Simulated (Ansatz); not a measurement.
Species: CHS, charge 0, doublet. CHS (SMILES [CH]=S, doublet).
B3LYP-D3(BJ)/def2-TZVP minimum from Ansatz (a quantum-chemistry and plane-wave program):
```
C
H 1 1.0885
S 1 1.5568 2 132.52
```
Charge 0, spin multiplicity 2.

Quantity: atomisation energy (electronic, to ground-state atoms), in kcal/mol. Radicals and triplets start from unrestricted determinants; spin-orbit coupling is neglected. CBS(X,Y): correlation extrapolated as X^-3, Hartree-Fock from the larger set (Q,5: extrapolated as (X+1)exp(-9√X)). A bracket is a step between two methods taken in the basis named. Functionals run without relativity, which enters their misses. Double hybrids freeze cores in their MP2 part. '+ core + X2C': CCSD(T) terms for core correlation (cc-pwCVTZ, 1s frozen past Ne) and scalar relativity (cc-pVTZ-DK). For partners of very few electrons the exact lower level stands in for a higher one. The UHF reference of CHS ([CH]=S, doublet) is spin-contaminated (<S^2> up to 0.26 over the pure value in the sets run).

CCSD(T)/CBS(cc-pV(Q+d)Z,cc-pV(5+d)Z) + [CCSDT(Q) - CCSD(T)]/cc-pV(Q+d)Z + [CCSDTQ - CCSDT(Q)]/cc-pV(D+d)Z + core + X2C (Ansatz) gives 227.5 kcal/mol.

What does PBE/def2-TZVPD (Ansatz) give here, and how do the other levels compare?

PBE gives 238.6 kcal/mol, 11.1 kcal/mol above it. Differences of the others: r2SCAN/def2-TZVPD (Ansatz) 2.6; PBE0/def2-TZVPD (Ansatz) 1.0; wB97M-V/def2-TZVPD (Ansatz) -0.3; B2PLYP/def2-TZVPD (Ansatz) -2.7; CCSD(T)/CBS(cc-pV(Q+d)Z,cc-pV(5+d)Z) + core + X2C (Ansatz) -1.0 kcal/mol. Nearer than PBE: r2SCAN/def2-TZVPD, PBE0/def2-TZVPD, wB97M-V/def2-TZVPD, B2PLYP/def2-TZVPD, CCSD(T)/CBS(cc-pV(Q+d)Z,cc-pV(5+d)Z) + core + X2C.
